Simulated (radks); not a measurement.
The numbers below are computed, except where a source is named.
Ionisation of Pt, [Xe] 4f14 5d9 6s1, to Pt+, [Xe] 4f14 5d9, under several functionals. Scalar-relativistic Kohn-Sham, spin-unpolarised, spherical densities, finite nucleus; a radial shooting solver on a logarithmic mesh with Libxc functionals.

functional                                      E(Pt) (hartree)  Exc (hartree)  IE (eV)  -e(HOMO) (eV)  <r> HOMO (bohr)  IE error (eV)
exchange-only r2SCAN                                -18406.9649      -349.8951    8.015          4.682            2.999         -0.943
Wu-Cohen GGA                                        -18408.4495      -352.8934    9.225          5.698            2.904         +0.266
PBEsol                                              -18404.5334      -348.9857    9.219          5.693            2.912         +0.261
SOGGA                                               -18403.9258      -348.3758    9.093          5.574            2.919         +0.134
B86b exchange with PBE correlation                  -18411.0105      -355.4569    9.212          5.678            2.929         +0.253
TASK exchange with Perdew-Wang LDA correlation      -18409.5827      -351.9594    8.749          5.712            2.795         -0.210
LDA (Slater exchange, Perdew-Wang correlation)      -18399.4165      -343.8858    9.531          5.957            2.905         +0.572
MS2 meta-GGA                                        -18409.1604      -352.9497    9.085          5.609            2.925         +0.127

NIST Atomic Spectra Database: 8.959 eV (measured). Closest: MS2 meta-GGA. The Delta-SCF values span 1.52 eV, the total energies 11.59 hartree. The highest occupied level is 6s. Spin polarisation and multiplet splitting are left out, so open shells lie too high by an amount that depends on their filling. Spin-orbit splitting is averaged out at the scalar-relativistic level.

Beside tabulated values, note that spin-unpolarised runs miss the spin-polarisation part of the exchange energy of open shells.
